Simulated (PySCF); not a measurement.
Level of theory: TPSSh-D3(BJ)/def2-TZVP // B3LYP-D3(BJ)/def2-TZVP run with PySCF. Gas-phase values, no solvent. Excitations are Tamm–Dancoff values on a coarser integration grid. The basis has no diffuse functions, so Rydberg states are missing or too high.

Reference species (SMILES): `[CH3][Al]([CH3])[CH3]` (neutral, multiplicity 1).

```
Quantity                 Result
----------------------  -------
S1–T1 gap (TDA)         0.29 eV
T1 excitation (TDA)     5.30 eV
S1 oscillator strength    0.000
```

Changed species: `[CH3][Al]([NH2])[NH2]` (2 of 3 CH3 replaced by NH2; the reference has 0 of 3 CH3 replaced by NH2).

Problem. Give the shifts of the S1–T1 gap (TDA), T1 excitation (TDA) and S1 oscillator strength.

Solution. the S1–T1 gap (TDA) drops by 0.05 eV, to 0.24 eV; the T1 excitation (TDA) decreases by 0.03 eV, to 5.27 eV; the S1 oscillator strength stays essentially unchanged.
